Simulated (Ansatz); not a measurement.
Born–Oppenheimer molecular dynamics of GaH3O (5 atoms, charge 0, multiplicity 1). It starts at the highest image of a converged band. Of that band: Neighbouring images differ by up to 1.5 eV, so the band resolves the path poorly. A vibrational analysis at the climbing image gives one clearly imaginary mode, 1259i cm⁻¹: a first-order saddle point.

Theory: RKS BLYP-D4/def2-TZVP in Ansatz 0.2.0.

```
ensemble                      : NVE (velocity Verlet)
time step                     : 0.5 fs
steps asked                   : 200
starting velocities drawn for : 300 K
seed                          : 3538
```

First frame:

```xyz
5
Properties=species:S:1:pos:R:3
Ga -0.963 0.471 -0.011
O 0.974 -0.136 -0.390
H -0.194 -0.374 -1.212
H -1.204 0.920 1.517
H 1.387 -0.880 0.097
```

(1) What does the run give?

(2) What happens to the structure?

(3) How do temperature and energy run in time?

Answers

(1) All steps were run.

| Item | Value |
| --- | --- |
| steps done | 200 |
| time covered | 100 fs |
| mean temperature over the second half | 3086 K |
| spread of the potential energy over the second half | 95.3 meV per atom |
| mean potential energy of the second half above the start | -216.2 meV per atom |

The conserved energy stayed within 0.42 meV per atom of its start (net change -0.22 meV per atom), so the integration is sound. The system heated up, since it started high on the potential surface and ran downhill. A run of 0.1 ps of so small a system gives no equilibrium averages. The orbitals stay closed-shell, which can raise the energy where a bond breaks towards radicals; this wasn't checked here.

(2) The step under study would form O2–H3 and break Ga1–O2, Ga1–H3. These pairs go: O2–H3 1.45 → 2.67 Å, Ga1–O2 2.07 → 1.64 Å, Ga1–H3 1.66 → 1.60 Å. In the last frame they stand as before the step (other bonds may differ from the relaxed reactants and products). It ends as one piece, GaH3O. Pairs count as bonded within 1.25 times the sum of covalent radii (0.12 Å more for H–H). Another seed would give other details.

(3) 
```json
{"time (fs)": "0.0", "T (K)": "300", "potential energy less start (eV)": "0.000", "conserved less start (meV/atom)": "0.00"}
{"time (fs)": "8.0", "T (K)": "444", "potential energy less start (eV)": "-0.056", "conserved less start (meV/atom)": "0.07"}
{"time (fs)": "16.0", "T (K)": "2965", "potential energy less start (eV)": "-1.034", "conserved less start (meV/atom)": "-0.09"}
{"time (fs)": "24.0", "T (K)": "3677", "potential energy less start (eV)": "-1.310", "conserved less start (meV/atom)": "-0.09"}
{"time (fs)": "32.0", "T (K)": "2912", "potential energy less start (eV)": "-1.013", "conserved less start (meV/atom)": "-0.08"}
{"time (fs)": "40.0", "T (K)": "2367", "potential energy less start (eV)": "-0.802", "conserved less start (meV/atom)": "0.01"}
{"time (fs)": "48.0", "T (K)": "2841", "potential energy less start (eV)": "-0.985", "conserved less start (meV/atom)": "-0.02"}
{"time (fs)": "56.0", "T (K)": "4296", "potential energy less start (eV)": "-1.551", "conserved less start (meV/atom)": "-0.30"}
{"time (fs)": "64.0", "T (K)": "2564", "potential energy less start (eV)": "-0.878", "conserved less start (meV/atom)": "-0.03"}
{"time (fs)": "72.0", "T (K)": "2438", "potential energy less start (eV)": "-0.830", "conserved less start (meV/atom)": "-0.20"}
{"time (fs)": "80.0", "T (K)": "1473", "potential energy less start (eV)": "-0.455", "conserved less start (meV/atom)": "-0.11"}
{"time (fs)": "88.0", "T (K)": "3234", "potential energy less start (eV)": "-1.138", "conserved less start (meV/atom)": "-0.01"}
{"time (fs)": "96.0", "T (K)": "4795", "potential energy less start (eV)": "-1.743", "conserved less start (meV/atom)": "-0.07"}
```

Time of the run: 5.1 min on 2 threads of Arm Neoverse N1, with other jobs on the host, peak memory 0.14 GiB.
